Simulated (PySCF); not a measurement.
# Predicted spectroscopic data

One computed conformer, no solvent, non-relativistic Hamiltonian, fast rotation and ring inversion assumed for equivalent nuclei. B3LYP/pcJ-1 coupling constants; coordinates at the GFN2-xTB level; PBE0/pcSseg-1 with gauge-including orbitals; PySCF.

Shifts are taken against calculated references (same method and geometry level): $^{1}$H (σ = 31.72 ppm) and $^{13}$C (σ = 186.93 ppm) against TMS. Multiplet labels drop J under 1 Hz and among equivalent protons, and merge close values. Unscaled 3J(H,H) run several per cent high. Splittings of carbon signals by F and P are missing where no couplings were computed. Where no couplings were computed, multiplicities follow the n + 1 count of equivalent neighbours, and m marks all less simple cases (inequivalent or close neighbours, rings, F or P nearby). One-bond C–F couplings are unscaled and too large by tens of Hz. Shifts are as computed. Against solution values, carbons near 30 ppm lie about +3 ppm off and those near 130 ppm about +5 ppm. Of 1211 compounds with measured shifts, 218 miss one by over three times the rms of a fit or turn the order of signals round; such compounds aren't used in these exercises.

**1.** SMILES C1(=O)C(C)=C1F, C₄H₃FO. $^{1}$H NMR (500 MHz, computed): δ 2.24 (d, J = 7.7 Hz, 3H). $^{13}$C{$^{1}$H} NMR (computed): δ 168.1 (d, J = 650.8 Hz), 147.9 (d, J = 33.4 Hz), 144.0 (d, J = 21.0 Hz), 10.3 (d, J = 5.5 Hz).

**2.** SMILES C=N[SiH2][C@@H]1C[C@@H]1C(F)(F)F, C₅H₈F₃NSi. $^{1}$H NMR (500 MHz, computed): δ 8.73 (m, 1H), 8.73 (m, 1H), 5.43 (m, 1H), 4.82 (m, 1H), 1.61 (m, 1H), 1.07 (m, 1H), 0.81 (m, 1H), 0.80 (m, 1H). $^{13}$C{$^{1}$H} NMR (computed): δ 174.7 (CH2), 137.1 (C), 19.8 (CH), 9.7 (CH2), 3.5 (CH).

**3.** `C1=CC(=O)[C@H]1F`, C₄H₃FO. $^{1}$H NMR (500 MHz, computed): δ 8.86 (dd, J = 3.2, 1.0 Hz, 1H), 6.76 (ddd, J = 5.2, 3.2, 1.0 Hz, 1H), 6.08 (dt, J = 63.0, 1.0 Hz, 1H). $^{13}$C{$^{1}$H} NMR (computed): δ 188.7 (C, d, J = 16.4 Hz), 176.5 (CH, d, J = 17.5 Hz), 156.1 (CH, d, J = 15.8 Hz), 106.8 (CH, d, J = 284.1 Hz).
